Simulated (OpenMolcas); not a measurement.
**Lines of S+: computed and rescaled rates**

```json
{
  "Program": "OpenMolcas 26.06",
  "Method": "SS-CASPT2, IPEA 0.25 Eh, imaginary shift 0.1 Eh (closed shells correlated: 2s 2p)",
  "Basis": "ANO-RCC-VTZP [5s4p2d1f]",
  "Scalar Hamiltonian": "DKH2, point nucleus",
  "Active space": "5 electrons in 8 orbitals (3s 3p 4s 4p)",
  "State averaging": "2S+1 = 4 odd, 1 root; 2S+1 = 2 odd, 8 roots; 2S+1 = 4 even, 3 roots; 2S+1 = 2 even, 9 roots",
  "Spin-orbit coupling": "RASSI with atomic mean-field integrals over the reference wave functions, term energies averaged over their components"
}
```

Rates come from the transition moments of the reference wave functions (E1 and E2 in the length form). At fixed line strength A goes as λ^-3 for E1 and M1 and as λ^-5 for E2, so a rate at the computed wavelength can be rescaled to the measured one. Measured vacuum wavelengths follow from level energies in NIST Handbook of Basic Atomic Spectroscopic Data. Branching counts decays inside the model space alone, at computed energies, and the table is only a selection of the E2 and M1 lines, drawn from those between levels with measured partners whose computed energy lies within a factor of 1.5 of the measured one.

| Upper | Lower | Type | λ computed (nm) | λ measured (nm) | A computed (s-1) | A rescaled (s-1) | Branching % |
| --- | --- | --- | --- | --- | --- | --- | --- |
| 3s2 3p3 2P* 3/2 | 3s2 3p3 4S* 3/2 | M1 | 390.5 | 407 | 1.97e-01 |  | 40.2 |
| 3s2 3p3 2P* 3/2 | 3s2 3p3 2D* 5/2 | E2 | 1048 | 1032 | 1.39e-01 | 1.50e-01 | 28.3 |
| 3s2 3p3 2P* 1/2 | 3s2 3p3 2D* 3/2 | E2 | 1047 | 1034 | 1.20e-01 | 1.28e-01 | 38.0 |
| 3s2 3p3 2P* 1/2 | 3s2 3p3 4S* 3/2 | M1 | 390.9 | 407.8 | 7.91e-02 |  | 25.1 |
| 3s2 3p3 2P* 1/2 | 3s2 3p3 2D* 5/2 | E2 | 1051 | 1037 | 7.84e-02 | 8.38e-02 | 24.9 |
| 3s2 3p3 2P* 3/2 | 3s2 3p3 2D* 3/2 | M1 | 1044 | 1029 | 6.06e-02 |  | 12.4 |
| 3s2 3p3 2P* 3/2 | 3s2 3p3 2D* 3/2 | E2 | 1044 | 1029 | 5.97e-02 | 6.42e-02 | 12.2 |
| 3s2 3p3 2P* 1/2 | 3s2 3p3 2D* 3/2 | M1 | 1047 | 1034 | 3.76e-02 |  | 11.9 |
| 3s2 3p3 2P* 3/2 | 3s2 3p3 2D* 5/2 | M1 | 1048 | 1032 | 3.38e-02 |  | 6.9 |
| 3s2 3p3 2D* 3/2 | 3s2 3p3 4S* 3/2 | M1 | 623.8 | 673.3 | 4.99e-04 |  | 70.6 |
| 3s2 3p3 2D* 5/2 | 3s2 3p3 4S* 3/2 | E2 | 622.5 | 671.8 | 3.27e-04 |  | 96.9 |
| 3s2 3p3 2D* 3/2 | 3s2 3p3 4S* 3/2 | E2 | 623.8 | 673.3 | 2.08e-04 |  | 29.4 |

Spin-changing lines and M1 lines between different terms are not rescaled, since their strength hangs on the term gaps too.

The largest correction is for 3s2 3p3 2P* 3/2 → 3s2 3p3 2D* 5/2 (E2): 1.39e-01 × (1048 / 1032)^5 = 1.50e-01 s-1, a factor of 1.08.

No measured rate stands beside these. Rescaling mends the energy factor alone: line strengths can still be far off where a level mixes with configurations outside the active space, and weak or spin-changing lines hang on small mixing coefficients that depend on the term gaps too, so rescaling need not improve them.

CASPT2 does not keep the components of a term degenerate, so their means are used; among the terms shown or strongly mixed into the levels shown the widest spread is 120 cm-1 (3s2 3p3 2D*). Over all roots computed the reference weight is 0.84 to 0.96; the roots of lowest weight are the least certain, and an intruder state may touch them. Active for correlation alone: 4p 4s; no level in the range computed is led by a configuration that fills them, so any true level of that kind is missing. Computed and measured levels are paired by configuration, term and J; levels that our copy of the source lacks, or whose pairing is in doubt (as where it misses far off the trend of its configuration), stay unpaired. Only configurations of the active space appear.

* marks odd parity.
